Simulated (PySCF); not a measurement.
PySCF job for BeH4OSi, SMILES [OH][Be][SiH3], TDA-PBE0/def2-SVPD. Geometry optimised at B3LYP-D3(BJ)/def2-TZVP. Other conformers were not sampled.

```python
import numpy as np
from pyscf import gto, scf, dft, tdscf

mol = gto.M(
    atom='''
    Be    0.69050787   -0.02540939   -0.48428576
    O     1.84815025   -0.12922211   -1.27131097
    H     2.34639943    0.41264126   -1.87530698
    Si   -1.08916527    0.03903450    0.76600964
    H    -1.96110740   -1.14971181    0.56601209
    H    -1.92610499    1.23549878    0.47722097
    H    -0.75810679    0.09050329    2.21556975
    ''',
    basis='def2-SVPD',
    charge=0,
    spin=0,
    max_memory=1600,
    verbose=4,
)
mf = dft.RKS(mol, xc='pbe0').density_fit(auxbasis='def2-universal-jkfit')
mf.grids.level = 3
mf.conv_tol = 1e-9
mf.max_cycle = 100
mf.kernel()
mf.grids = dft.Grids(mol).set(level=1).build(with_non0tab=True)  # coarser grid for the response kernel
td = tdscf.TDA(mf)
td.singlet = True
td.nstates = 10
td.conv_tol = 1e-4
td.kernel(x0=td.get_init_guess(mf, 15))
td.analyze()
tt = tdscf.TDA(mf)
tt.singlet = False
tt.nstates = 4
tt.conv_tol = 1e-4
tt.kernel(x0=tt.get_init_guess(mf, 9))
tt.analyze(verbose=3)
```

Program output:

```
PySCF version 2.14.0

[INPUT] verbose = 4
[INPUT] num. atoms = 7
[INPUT] num. electrons = 30
[INPUT] charge = 0
[INPUT] spin (= nelec alpha-beta = 2S) = 0
[INPUT] symmetry False subgroup None
[INPUT] Mole.unit = angstrom
[INPUT] Symbol           X                Y                Z      unit          X                Y                Z       unit  Magmom
[INPUT]  1 Be     0.690507870000  -0.025409390000  -0.484285760000 AA    1.304870761157  -0.048016788092  -0.915167452427 Bohr   0.0
[INPUT]  2 O      1.848150250000  -0.129222110000  -1.271310970000 AA    3.492497809546  -0.244194397138  -2.402429552455 Bohr   0.0
[INPUT]  3 H      2.346399430000   0.412641260000  -1.875306980000 AA    4.434052301536   0.779778969095  -3.543816591685 Bohr   0.0
[INPUT]  4 Si    -1.089165270000   0.039034500000   0.766009640000 AA   -2.058224064688   0.073764514409   1.447548428377 Bohr   0.0
[INPUT]  5 H     -1.961107400000  -1.149711810000   0.566012090000 AA   -3.705955886858  -2.172640443078   1.069607833293 Bohr   0.0
[INPUT]  6 H     -1.926104990000   1.235498780000   0.477220970000 AA   -3.639810918258   2.334754321434   0.901816934199 Bohr   0.0
[INPUT]  7 H     -0.758106790000   0.090503290000   2.215569750000 AA   -1.432614206273   0.171026431472   4.186820037371 Bohr   0.0

nuclear repulsion = 70.2500012403863
number of shells = 41
number of NR pGTOs = 137
number of NR cGTOs = 91
basis = def2-SVPD
ecp = {}


[settings echo left out]
init E= -381.429046675782
  HOMO = -0.322424910153247  LUMO = -0.0644332570272389  gap/eV = 7.02031
cycle= 1 E= -381.417593649834  delta_E= 0.0115  |g|= 0.734  |ddm|= 3.63
  HOMO = -0.183472612538687  LUMO = -0.00660635697775547  gap/eV = 4.81278
cycle= 2 E= -381.10660634898  delta_E= 0.311  |g|= 1.42  |ddm|= 1.71
  HOMO = -0.285420583856282  LUMO = -0.0185459034227162  gap/eV = 7.26203
cycle= 3 E= -381.522773143951  delta_E= -0.416  |g|= 0.068  |ddm|= 1.08
  HOMO = -0.296789396614862  LUMO = -0.023643316192465  gap/eV = 7.43268
cycle= 4 E= -381.523943618494  delta_E= -0.00117  |g|= 0.0161  |ddm|= 0.205
  HOMO = -0.293331122332812  LUMO = -0.0209911924527244  gap/eV = 7.41075
cycle= 5 E= -381.52400920451  delta_E= -6.56e-05  |g|= 0.00219  |ddm|= 0.0311
  HOMO = -0.293685992658183  LUMO = -0.0212983739616548  gap/eV = 7.41204
cycle= 6 E= -381.524010972965  delta_E= -1.77e-06  |g|= 0.000563  |ddm|= 0.00623
  HOMO = -0.293541056997579  LUMO = -0.0212040394561885  gap/eV = 7.41067
cycle= 7 E= -381.524011123323  delta_E= -1.5e-07  |g|= 5.63e-05  |ddm|= 0.00137
  HOMO = -0.293559047516504  LUMO = -0.0212137478668017  gap/eV = 7.41089
cycle= 8 E= -381.524011124478  delta_E= -1.16e-09  |g|= 1.37e-05  |ddm|= 0.000227
  HOMO = -0.293557463885938  LUMO = -0.0212130288182522  gap/eV = 7.41087
cycle= 9 E= -381.524011124521  delta_E= -4.35e-11  |g|= 3.89e-06  |ddm|= 3.54e-05
  HOMO = -0.293557898737866  LUMO = -0.0212128688946427  gap/eV = 7.41089
Extra cycle  E= -381.524011124521  delta_E= 5.68e-14  |g|= 4.52e-06  |ddm|= 1.17e-05
converged SCF energy = -381.524011124521
tot grids = 26568


******** <class 'pyscf.tdscf.rks.TDA'> for <class 'pyscf.df.df_jk.DFRKS'> ********
nstates = 10 singlet
deg_eia_thresh = 1.000e-03
wfnsym = None
conv_tol = 0.0001
eigh lindep = 1e-12
eigh level_shift = 0
eigh max_cycle = 100


Excitation energies (eV)
[6.44920247 6.57896327 6.86576338 7.48399072 7.66305906 7.66886532
 7.79027925 7.88596967 7.95908022 8.05388712]

** Singlet excitation energies and oscillator strengths **
Excited State   1:      6.44920 eV    192.25 nm  f=0.1182
      15 -> 16        0.68514
Excited State   2:      6.57896 eV    188.46 nm  f=0.1063
      15 -> 17       -0.68265
Excited State   3:      6.86576 eV    180.58 nm  f=0.1812
      15 -> 18       -0.68868
      15 -> 19        0.12614
Excited State   4:      7.48399 eV    165.67 nm  f=0.0011
      12 -> 16        0.32167
      13 -> 17        0.22433
      14 -> 16       -0.57763
Excited State   5:      7.66306 eV    161.79 nm  f=0.0004
      12 -> 16        0.55814
      13 -> 17       -0.38676
      14 -> 16        0.16229
Excited State   6:      7.66887 eV    161.67 nm  f=0.0149
      15 -> 18       -0.12023
      15 -> 19       -0.68778
Excited State   7:      7.79028 eV    159.15 nm  f=0.0225
      11 -> 16       -0.22725
      12 -> 17        0.19297
      13 -> 16        0.47305
      14 -> 17       -0.38447
Excited State   8:      7.88597 eV    157.22 nm  f=0.0192
      11 -> 17        0.16028
      12 -> 16       -0.24899
      13 -> 17       -0.50847
      14 -> 16       -0.32341
      14 -> 18       -0.10822
Excited State   9:      7.95908 eV    155.78 nm  f=0.0207
      11 -> 16        0.41918
      12 -> 17       -0.40783
      13 -> 16        0.34929
Excited State  10:      8.05389 eV    153.94 nm  f=0.0176
      12 -> 18        0.50545
      14 -> 18       -0.45460

** Transition electric dipole moments (AU) **
state          X           Y           Z        Dip. S.      Osc.
  1         0.0155     -0.8012      0.3258      0.7483      0.1182
  2         0.4477      0.2614      0.6249      0.6592      0.1063
  3        -0.8574      0.0989      0.5765      1.0772      0.1812
  4         0.0165      0.0714      0.0242      0.0060      0.0011
  5        -0.0167     -0.0150     -0.0419      0.0023      0.0004
  6         0.2405     -0.0306     -0.1440      0.0795      0.0149
  7        -0.1625      0.2280     -0.1986      0.1178      0.0225
  8         0.0881      0.2582      0.1586      0.0996      0.0192
  9        -0.3113     -0.0533      0.0803      0.1062      0.0207
 10         0.1119      0.0937      0.2601      0.0890      0.0176

** Transition velocity dipole moments (imaginary part, AU) **
state          X           Y           Z        Dip. S.      Osc.
  1        -0.0137     -0.0651      0.0375      0.0058      0.0164
  2         0.0363      0.0208      0.0503      0.0043      0.0118
  3        -0.2062      0.0143      0.1420      0.0629      0.1662
  4         0.0036      0.0082      0.0060      0.0001      0.0003
  5         0.0005     -0.0009     -0.0042      0.0000      0.0000
  6         0.0694     -0.0062     -0.0455      0.0069      0.0164
  7        -0.0114      0.0153     -0.0189      0.0007      0.0017
  8         0.0097      0.0258      0.0228      0.0013      0.0029
  9        -0.0533     -0.0109      0.0243      0.0035      0.0081
 10         0.0416      0.0294      0.0748      0.0082      0.0185

** Transition magnetic dipole moments (imaginary part, AU) **
state          X           Y           Z
  1         0.0501      0.0269      0.0695
  2        -0.0258      0.1221     -0.0371
  3        -0.0072     -0.0022     -0.0095
  4         0.3362      0.0592     -0.2989
  5        -0.4959      0.0246      0.3565
  6         0.0281      0.0103      0.0040
  7        -0.1683     -0.1903     -0.1944
  8        -0.1480      0.0140     -0.0511
  9         0.0611     -0.0843      0.0944
 10        -0.1588      0.8024     -0.2423


******** <class 'pyscf.tdscf.rks.TDA'> for <class 'pyscf.df.df_jk.DFRKS'> ********
nstates = 4 triplet
deg_eia_thresh = 1.000e-03
wfnsym = None
conv_tol = 0.0001
eigh lindep = 1e-12
eigh level_shift = 0
eigh max_cycle = 100


Excitation energies (eV)
[4.96583619 5.12753352 6.30461897 6.97499874]

** Triplet excitation energies and oscillator strengths **
Excited State   1:      4.96584 eV    249.67 nm  f=0.0000
Excited State   2:      5.12753 eV    241.80 nm  f=0.0000
Excited State   3:      6.30462 eV    196.66 nm  f=0.0000
Excited State   4:      6.97500 eV    177.76 nm  f=0.0000
```

The run converged.
